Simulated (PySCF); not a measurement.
Cost of excited-state runs on `O=CO[C@@H]1[C@H]2C[C@]1(Cl)C2`, C$_{6}$H$_{7}$ClO$_{2}$

Geometry:
```json
{"atom": "O1", "x (Å)": "3.051", "y (Å)": "1.086", "z (Å)": "-0.360"}
{"atom": "C2", "x (Å)": "2.758", "y (Å)": "-0.043", "z (Å)": "-0.107"}
{"atom": "O3", "x (Å)": "1.541", "y (Å)": "-0.538", "z (Å)": "0.062"}
{"atom": "C4", "x (Å)": "0.443", "y (Å)": "0.344", "z (Å)": "-0.086"}
{"atom": "C5", "x (Å)": "-0.734", "y (Å)": "0.164", "z (Å)": "0.894"}
{"atom": "C6", "x (Å)": "-1.611", "y (Å)": "0.861", "z (Å)": "-0.162"}
{"atom": "C7", "x (Å)": "-0.748", "y (Å)": "-0.153", "z (Å)": "-0.928"}
{"atom": "Cl8", "x (Å)": "-0.752", "y (Å)": "-0.447", "z (Å)": "-2.648"}
{"atom": "C9", "x (Å)": "-1.043", "y (Å)": "-1.170", "z (Å)": "0.186"}
{"atom": "H10", "x (Å)": "3.484", "y (Å)": "-0.861", "z (Å)": "0.032"}
{"atom": "H11", "x (Å)": "0.804", "y (Å)": "1.356", "z (Å)": "-0.274"}
{"atom": "H12", "x (Å)": "-0.716", "y (Å)": "0.349", "z (Å)": "1.959"}
{"atom": "H13", "x (Å)": "-2.675", "y (Å)": "0.648", "z (Å)": "-0.125"}
{"atom": "H14", "x (Å)": "-1.421", "y (Å)": "1.914", "z (Å)": "-0.354"}
{"atom": "H15", "x (Å)": "-0.322", "y (Å)": "-1.970", "z (Å)": "0.313"}
{"atom": "H16", "x (Å)": "-2.066", "y (Å)": "-1.531", "z (Å)": "0.249"}
```

PySCF with density fitting, on 1 thread of an Arm Neoverse N1, shared host. Command: `OMP_NUM_THREADS=1 python excited_run.py task.json out`

(1) How long does each of these runs take, and how much memory?
- magnetisability and related constants, OLYP/pcSseg-0; usual settings
- magnetisability and related constants, wB97X-D/pcSseg-1; usual settings

## Answers

(1) 
| run | level | basis functions | wall time | peak memory (GiB) |
| --- | --- | --- | --- | --- |
| magnetisability and related constants | OLYP/pcSseg-0 | 99 | 32 s | 0.55 |
| magnetisability and related constants | wB97X-D/pcSseg-1 | 195 | 90 s | 0.91 |

Times from a shared host are rough.
